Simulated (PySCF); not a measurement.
BrGaH3N. Atoms are numbered in the order given.

```xyz
6

Ga     0.4140    -0.8846     0.0000
H      1.8953    -1.3367     0.0000
Br    -0.1344     1.3526     0.0000
N     -1.0136    -1.9889     0.0000
H     -1.9742    -1.6579     0.0000
H     -0.9546    -3.0031     0.0000
```

Coordinates come from a TPSSh-D3(BJ)/def2-SVP optimisation. Other conformers were not sampled.

Method: B3LYP/def2-TZVPD run with PySCF.

Symmetry labels are those of the subgroup Cs that the program uses (full group Cs).

List the valence orbital energies around the gap with their symmetry. (The exact figures need the calculation; the answer reports its results.)


```tsv
orbital	symmetry	energy (eV)
HOMO−7	A'	-20.47
HOMO−6	A'	-13.47
HOMO−5	A'	-13.00
HOMO−4	A'	-10.17
HOMO−3	A'	-9.12
HOMO−2	A"	-8.30
HOMO−1	A'	-7.89
HOMO	A"	-7.48
LUMO	A"	-1.16
LUMO+1	A'	-0.83
LUMO+2	A'	-0.08
LUMO+3	A'	0.39
```
